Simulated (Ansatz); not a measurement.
Several settings on one geometry of GeH2MeCl (CH₅ClGe) (that of the charge 0 singlet, B3LYP-D4/def2-TZVP). Ansatz on 4 threads of Intel Xeon on a shared host; times are rough.

```xyz
8

Ge    0.4957   -0.6464    0.3565
H     0.4680   -0.7337    1.8914
H     1.9360   -0.7493   -0.1717
C    -0.4534    0.9164   -0.3292
H     0.0138    1.8275    0.0470
H    -1.4922    0.8871   -0.0039
H    -0.4201    0.9206   -1.4176
Cl   -0.5478   -2.4222   -0.3726
```

Totals from different functionals, basis sets or treatments of relativity can't be compared as stabilities.

The 6-31G sets use Cartesian d functions. Correlated methods freeze 15 core orbitals; core or outer-core shells of Ge are correlated, in sets that lack core-valence functions.

The spins typed aren't always the lowest for that charge.

Q: Give the basis size and estimate the energy, ⟨S²⟩ and time of these runs.

```tsv
run	method	charge	state	further keys
1	RKS B2PLYP/6-31G	0	singlet	fitting: {mean_field: def2-universal-jkfit}; final_grid: {core_spheres: 8, valence_spheres: 7, degree: 23}; nuclear_model: gaussian; forces asked
2	UKS ωB97/6-31G*	0	singlet	point_charges: [{charge: 1.00, position_ang: [4.876, 0.669, 0.524]}]; scf: {lower_state_search: light}
3	RKS ωB97/def2-TZVP	0	singlet	scf: {omitted_lower_state_checks: [starts]}
4	UKS ωB97X-V/6-31G	-1	doublet	scf: {omitted_lower_state_checks: [starts]}; forces asked
```

A: 
| run | functions | energy (Eh) | ⟨S²⟩ | wall time |
| --- | --- | --- | --- | --- |
| 1 | 61 | -2577.3176 | – | 6 s |
| 2 | 79 | -2578.1997 | 0.00 | 9 s |
| 3 | 146 | -2578.5353 | – | 9.6 s |
| 4 | 61 | -2577.6210 | 0.75 | 18 s |

The highest occupied level of an anion often lies above zero with these methods, and sets without diffuse functions describe the outer electron poorly.
